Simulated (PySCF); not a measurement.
BI3, SMILES IB(I)I at its CAM-B3LYP/def2-SVP optimised geometry (Å):

```
4

B     -0.5306     0.0001     0.0000
I      1.5922     0.0001     0.0000
I     -1.5922     1.8383     0.0000
I     -1.5918    -1.8383    -0.0020
```

Method: CAM-B3LYP/def2-TZVP, def2 effective core potentials past Kr in PySCF. The core electrons that the potentials of I replace are not part of the density. Cells within 0.4 Å of a nucleus heavier than hydrogen are left out (blank, or x).

Map of the Laplacian of the electron density (e/bohr⁵), clipped to [-1.50, 1.50] on the plane z = 0.0 Å:

```
|5555555555555555555555555555555|
|5555555555555555555555555555555|
|5555555555555555555555555555555|
|5555555555555555555555555555555|
|5555555555555555555555555555555|
|5555555578655555555555555555555|
|5555555999995555555555555555555|
|555555790xx97555555555555555555|
|55555599xxx99555555555555555555|
|55555579xxx98555555555555555555|
|5555555999995555555555555555555|
|5555555599954555555555555555555|
|5555555555544455555579755555555|
|5555555555444544555999995555555|
|555555555554xxx44489xxx97555555|
|555555555555xxx44499xxx99555555|
|555555555554xxx44489xxx97555555|
|5555555555444544555999995555555|
|5555555555544455555579755555555|
|5555555599954555555555555555555|
|5555555999995555555555555555555|
|55555579xxx98555555555555555555|
|55555599xxx99555555555555555555|
|555555790xx97555555555555555555|
|5555555999995555555555555555555|
|5555555578655555555555555555555|
|5555555555555555555555555555555|
|5555555555555555555555555555555|
|5555555555555555555555555555555|
|5555555555555555555555555555555|
|5555555555555555555555555555555|
```
Scale: ten equal steps from -1.50 (start of '0') to 1.50 (end of '9'), in the order '0123456789'; x runs from -4.00 to 4.00, y from -4.00 (bottom) to 4.00 (top).
